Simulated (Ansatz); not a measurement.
Program: Ansatz. Geometries: PBE0-D4/def2-TZVP. ΔE: electronic, gas phase. CCSD(T)/CBS is the MP2 limit (def2-TZVPP, def2-QZVPP) plus CCSD(T) − MP2 in def2-TZVPP, frozen cores. This one scheme is used for every species. DFT in def2-TZVPP. For Ge outer-core shells are correlated without core-valence functions, which leaves a few kJ/mol of doubt a bond. Scalar relativity is left out up to krypton. One conformer a species, not always the lowest.

Reaction (ligand exchange at a Ge–O bond): `[CH3][Ge]([OH])([OH])[OH]` + H–F → `[CH3][Ge]([OH])([OH])[F]` + H₂O

Task: Is it downhill or uphill in electronic energy at CCSD(T)/CBS, and by how much? (Estimate.)

Result: Computed: Downhill: ΔE = -7.8 kcal/mol.

Task: What do these levels give: LDA (SPW92), BLYP-D4, PBE0-D4, BHLYP-D4, HF/def2-QZVPP, SCS-MP2/def2-QZVPP? (Best estimate.)

Result: Computed: LDA (SPW92) -7.7, BLYP-D4 -9.1, PBE0-D4 -8.3, BHLYP-D4 -9.1, HF/def2-QZVPP -10.7, SCS-MP2/def2-QZVPP -8.2 kcal/mol.

Largest T1 diagnostic among the species: 0.012.

At CCSD(T), def2-SVP lies −1.8 kcal/mol from the extrapolated value and def2-TZVPP +0.1 kcal/mol. In def2-TZVPP, CCSD(T) changes the Hartree–Fock value by +2.6 kcal/mol (the triples alone add +0.3 kcal/mol) and MP2 by +3.1 kcal/mol.
